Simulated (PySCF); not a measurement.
# Electronic structure of Tc²⁺ (technetium, charge +2) at the UHF level

Configuration: [Kr] 4d4 5s1, high-spin 6D determinant (an excited configuration). Computed with PySCF 2.14 in def2-QZVPPD with the def2 core potential (28 electrons), with scalar relativity through the core potential.

- Total energy: -79.175314 hartree
- One-electron energy: -127.2660 hartree
- Hartree (Coulomb) energy: 55.8383 hartree
- Exchange energy: -7.7476 hartree
- ⟨S²⟩: 8.7527
- ⟨L²⟩: 6.030
- Sum of ⟨r⟩: 18.30 bohr
- Sum of ⟨r²⟩: 31.91 bohr²
- Traceless quadrupole moment −½Σ⟨3z² − r²⟩ along its main axis: -0.660 e·bohr²

```json
{"shell": "4s α", "electrons": "1", "mean orbital energy (eV)": "-114.97", "spread (eV)": "0", "rms radius, mean of both spins (bohr)": "1.13"}
{"shell": "4s β", "electrons": "1", "mean orbital energy (eV)": "-107.84", "spread (eV)": "0", "rms radius, mean of both spins (bohr)": "1.13"}
{"shell": "4p α", "electrons": "3", "mean orbital energy (eV)": "-81.976", "spread (eV)": "1.150", "rms radius, mean of both spins (bohr)": "1.25"}
{"shell": "4p β", "electrons": "3", "mean orbital energy (eV)": "-73.096", "spread (eV)": "1.654", "rms radius, mean of both spins (bohr)": "1.25"}
{"shell": "4d α", "electrons": "4", "mean orbital energy (eV)": "-33.622", "spread (eV)": "1.435", "rms radius, mean of both spins (bohr)": "1.68"}
{"shell": "5s α", "electrons": "1", "mean orbital energy (eV)": "-23.341", "spread (eV)": "0", "rms radius, mean of both spins (bohr)": "2.96"}
```

Energies and moments cover only the electrons outside the core potential.
